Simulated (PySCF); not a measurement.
# Correlation energy of Si²⁺ (silicon, charge +2)

[Ne] 3s2, closed-shell 1S. Calculation: PySCF 2.14, in cc-pVDZ-DK (4s3p1d, 18 functions); scalar relativity by spin-free X2C-1e. Frozen: [Ne]; 2 electrons correlated.

Total MP2 correlation energy: -28.56 mhartree.

Same-spin part 0.00 and opposite-spin part -28.56 mhartree; SCS-MP2 scales them by 1/3 and 6/5 to -34.28 mhartree.

With two correlated electrons CCSD is exact within the correlated space (frozen core and kept virtual orbitals).

| level | correlation energy (mhartree) |
| --- | --- |
| CCSD | -43.34 |

Diagnostics: T1 = 0.0052, D1 = 0.0074, largest double amplitude 0.117.

Cost of the coupled-cluster step: 0.05 s of wall time on 1 thread of Neoverse-V1 (shared host), for 2 correlated electrons.

Iterations:

```
CC2 = 0
CCSD nocc = 1, nmo = 13
frozen orbitals [0, 1, 2, 3, 4]
max_cycle = 100
direct = 0
conv_tol = 1e-08
conv_tol_normt = 1e-06
diis_space = 8
diis_start_cycle = 0
Init t2, MP2 energy = -288.619474635891  E_corr(MP2) -0.0285648327346954
Init E_corr(CCSD) = -0.0285648327346954
cycle = 1  E_corr(CCSD) = -0.0376110227604932  dE = -0.00904619003  norm(t1,t2) = 0.0491684
cycle = 2  E_corr(CCSD) = -0.040892384080023  dE = -0.00328136132  norm(t1,t2) = 0.0212098
cycle = 3  E_corr(CCSD) = -0.0433549772251319  dE = -0.00246259315  norm(t1,t2) = 0.00969944
cycle = 4  E_corr(CCSD) = -0.0433343193518784  dE = 2.06578733e-05  norm(t1,t2) = 0.000368069
cycle = 5  E_corr(CCSD) = -0.0433388943008204  dE = -4.57494894e-06  norm(t1,t2) = 3.20419e-05
cycle = 6  E_corr(CCSD) = -0.0433361403296382  dE = 2.75397118e-06  norm(t1,t2) = 8.18473e-06
cycle = 7  E_corr(CCSD) = -0.0433365729813353  dE = -4.32651697e-07  norm(t1,t2) = 1.69919e-06
cycle = 8  E_corr(CCSD) = -0.0433365859622313  dE = -1.2980896e-08  norm(t1,t2) = 1.04674e-07
cycle = 9  E_corr(CCSD) = -0.0433365905228104  dE = -4.56057908e-09  norm(t1,t2) = 5.56449e-08
CCSD converged
E(CCSD) = -288.6342463936787  E_corr = -0.04333659052281039
```
